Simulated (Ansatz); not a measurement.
`C[SiH2]F` + `N[SiH3]` → `C[SiH2]N[SiH3]` + H–F  (ligand exchange at the Si–F bond)

Program: Ansatz. Geometries: PBE0-D4/def2-TZVP. ΔE: electronic, gas phase. CCSD(T)/CBS adds triple-zeta CCSD(T) − MP2 to the extrapolated MP2 energy (def2 sets, frozen cores). This one scheme is used for every species. DFT in def2-TZVPP. B3LYP here is the variant with VWN-RPA as its local correlation; programs differ in this. HSE06 is defined as in plane-wave codes. One conformer a species, not always the lowest.

`C[SiH2]F`:

```xyz
8

C     0.744    0.327    0.556
Si   -0.630   -0.291   -0.523
F    -1.983   -0.377    0.336
H     0.910   -0.343    1.402
H     1.673    0.387   -0.018
H     0.520    1.324    0.944
H    -0.887    0.629   -1.660
H    -0.347   -1.655   -1.037
```

`N[SiH3]`:

```xyz
7

N     0.884   -0.594   -0.059
Si   -0.601    0.269    0.034
H     1.487   -0.635    0.747
H     1.427   -0.562   -0.907
H    -1.309   -0.172    1.263
H    -0.489    1.758    0.096
H    -1.399   -0.064   -1.174
```

`C[SiH2]N[SiH3]`:

Cartesian coordinates in Å:
```
C -0.816 -1.358 1.513
Si 0.516 -0.218 0.875
N 0.471 -0.030 -0.844
Si 0.131 1.391 -1.758
H -0.750 -1.457 2.600
H -1.809 -0.976 1.261
H -0.717 -2.357 1.080
H 1.840 -0.759 1.299
H 0.349 1.145 1.446
H 0.743 -0.840 -1.384
H -0.640 2.320 -0.894
H -0.670 1.040 -2.962
H 1.354 2.099 -2.232
```

H–F:

```xyz
2

F    -0.288    0.355    0.050
H     0.288   -0.355   -0.050
```

```json
{"level": "PBE0-D4", "ΔE (kJ/mol)": "72.9"}
{"level": "B3LYP-D4", "ΔE (kJ/mol)": "79.5"}
{"level": "r2SCANh-D4", "ΔE (kJ/mol)": "81.2"}
{"level": "PBE-QIDH", "ΔE (kJ/mol)": "75.8"}
{"level": "PBE", "ΔE (kJ/mol)": "81.4"}
{"level": "r2SCAN0", "ΔE (kJ/mol)": "82.3"}
{"level": "HSE06", "ΔE (kJ/mol)": "79.3"}
{"level": "LC-ωPBE", "ΔE (kJ/mol)": "82.3"}
```

(1) What does CCSD(T)/CBS give? (Best estimate.)

Largest T1 diagnostic among the species: 0.010.

Answers

(1) Computed: +74.5 kJ/mol. The listed levels differ from it by -1.6, 5.0, 6.7, 1.3, 6.9, 7.8, 4.8, 7.8 kJ/mol.

Leaving LDA and LC-ωPBE aside and taking each functional with its dispersion term where it has one, the values, not all of them listed here, spread over 18.1 kJ/mol, from revPBE-D4 to B97M-V. LDA lies −7.5 kJ/mol from PBE without D4. In def2-TZVPP, CCSD(T) changes the Hartree–Fock value by −21.0 kJ/mol (the triples alone add −3.0 kJ/mol) and MP2 by −23.0 kJ/mol. The D4 term adds −12.0 kJ/mol with B3LYP and −6.8 kJ/mol with PBE0; it sums over pairs of atoms, weighted by their polarisabilities, and B3LYP, whose exchange is more repulsive, gets the larger term.
